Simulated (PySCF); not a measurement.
Species: CH11O2PSi3.
Z-matrix (Å and degrees, GFN2-xTB geometry), rows numbered from 1:
```
C 
O   1  1.3959
Si  2  1.6304  1  126.23
Si  3  2.3183  2  113.47  1    53.84
P   3  2.2370  2   97.80  1  -172.19
O   3  1.6374  2  110.38  1   -59.34
Si  6  1.6219  3  149.66  2   -56.61
H   1  1.0935  2  110.56  3   -65.48
H   1  1.0902  2  108.07  3   174.79
H   1  1.0928  2  110.55  3    54.95
H   4  1.4695  3  113.58  2   -79.80
H   4  1.4706  3  111.26  2    38.97
H   4  1.4680  3  113.05  2   158.29
H   5  1.3840  3   95.05  2   -87.04
H   5  1.3851  3   93.72  2  -179.75
H   7  1.4641  6  107.27  3    79.62
H   7  1.4605  6  109.40  3   -41.48
H   7  1.4602  6  102.60  3  -161.80
```

Level of theory: PySCF, TDDFT B3LYP/def2-SVPD, vertical, gas phase, core orbitals frozen in the response.

Kohn–Sham orbitals with the atoms that hold most of them (Löwdin shares over 4%, at most four atoms; ? is withheld):

| orbital | ε (eV) | atoms |
| --- | --- | --- |
| LUMO+2 | -0.02 | Si4 26%, Si3 15%, O2 8%, H13 7% |
| LUMO+1 | -0.30 | Si7 18%, Si4 16%, Si3 13%, P5 12% |
| LUMO | -0.58 | Si3 19%, P5 18%, Si4 18%, Si7 9% |
| HOMO | -7.00 | ? |
| HOMO-1 | -8.02 | ? |
| HOMO-2 | -8.35 | O2 35%, O6 21%, C1 8%, Si7 7% |
| HOMO-3 | -8.76 | O6 30%, Si7 14%, P5 13%, H17 9% |

Q: Give the leading atoms of the HOMO-1.

A: O2 (bonded to C and Si) 33%; P5 (bonded to Si and 2 H) 24%; Si3 (bonded to 2 O, P and Si) 8%; Si4 (bonded to Si and 3 H) 7%. By element: oxygen 33% or more, phosphorus 24%, silicon 16% or more.

Q: Which atoms hold the HOMO, and with what shares?

A: P5 (bonded to Si and 2 H) 44%; Si3 (bonded to 2 O, P and Si) 16%; Si4 (bonded to Si and 3 H) 13%; O6 (bonded to 2 Si) 6%. By element: phosphorus 44%, silicon 29% or more, oxygen 6% or more.

Q: How does S1 compare with the orbital gap of 6.42 eV?

A: S1 is at 5.72 eV (f = 0.056), 0.70 eV below the gap, made of HOMO→LUMO (69%), HOMO→LUMO+1 (26%). Without the coupling terms of the response equations the lowest excitation would equal the gap.

Q: Give energy, strength and leading configuration of S4 and S7, and follow the Löwdin shares of the leading atoms from the occupied to the empty orbital.

A: 
- S4 (6.59 eV, f 0.0061), HOMO-1→LUMO (82%): O2 33% → at most 9%, P5 24% → 18%, Si3 8% → 19%
- S7 (6.83 eV, f 0.0077), HOMO-2→LUMO (72%): O2 35% → at most 9%, O6 21% → at most 9%, Si3 at most 8% → 19%, P5 at most 8% → 18%

Löwdin shares depend on the basis, the more so with diffuse functions.

One conformer stands for the species.
